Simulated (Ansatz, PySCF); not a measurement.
Reaction (SMILES): C#C (C2H2) + 3 [H][H] (H2) -> 2 C (CH4)
Geometries: B3LYP-D3(BJ)/def2-TZVP minima from Ansatz (a program for electronic structure).

Quantity: energy of full hydrogenation (0 K, with B3LYP-D3(BJ) harmonic zero-point energies from PySCF), in eV. Correlated levels leave the core frozen unless marked. Spin-orbit coupling is left out. No relativistic terms. Basis-set limits of correlation are two-point, X^-3; Hartree-Fock from the larger set.

| level | program | energy of full hydrogenation (eV) |
|---|---|---|
| TPSS-D4/def2-TZVPD | PySCF + dftd4 | -3.72 |
| r2SCAN-D3(BJ)/def2-TZVPD | Ansatz + dftd3 | … |
| PBE0/6-31G* | Ansatz | … |
| PBE0/def2-TZVP | Ansatz | -4.22 |
| PBE0/def2-QZVPP | Ansatz | … |
| TPSSh-D3(BJ)/def2-TZVPD | PySCF + dftd3 | -3.86 |
| SCS-MP2/def2-SVP | Ansatz | -3.92 |
| SCS-MP2/def2-SVPD | Ansatz | -3.92 |
| CCSD/cc-pVQZ | Ansatz | … |
| CCSD(T)/CBS(def2-TZVPPD,def2-QZVPPD) | Ansatz | -3.78 |

### Question
What belongs in the gaps?

### Answer

- r2SCAN-D3(BJ)/def2-TZVPD, energy of full hydrogenation (eV): -4.01
- PBE0/6-31G*, energy of full hydrogenation (eV): -4.59
- PBE0/def2-QZVPP, energy of full hydrogenation (eV): -4.23
- CCSD/cc-pVQZ, energy of full hydrogenation (eV): -3.88
